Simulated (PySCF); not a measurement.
Low-lying terms of Ba (barium, neutral)

Ground state [Xe] 6s2, ¹S. Computed with PySCF 2.14 in def2-TZVP with the def2 core potential (46 electrons) (6s4p3d1f, 40 functions), with a scalar-relativistic core potential. Vertical excitation energies in eV without spin-orbit coupling; excited terms of each kind are numbered among those the solver found. Frozen: 5s2.

```csv
term,leading excitation,EOM-EE-CCSD,measured centre of gravity (NIST)
1 3D,6s → d,1.389,1.160 (6s5d)
1 3P°,6s → p,1.510,1.622 (6s6p)
1 1D,6s → d,1.724,1.413 (6s5d)
1 1P°,6s → p,2.239,2.239 (6s6p)
1 3S,6s → s,3.693,n/a
2 1P°,6s → p,3.958,n/a
2 3P°,6s → p,4.230,n/a
1 1S,6s → s,4.460,n/a
2 1D,6s → d,4.593,n/a
2 3D,6s → d,4.969,n/a
```

Only the lower part of the computed list is shown. Doubly excited terms such as np² are absent. The solver can miss terms. Rydberg members are limited by the diffuse functions of the basis.
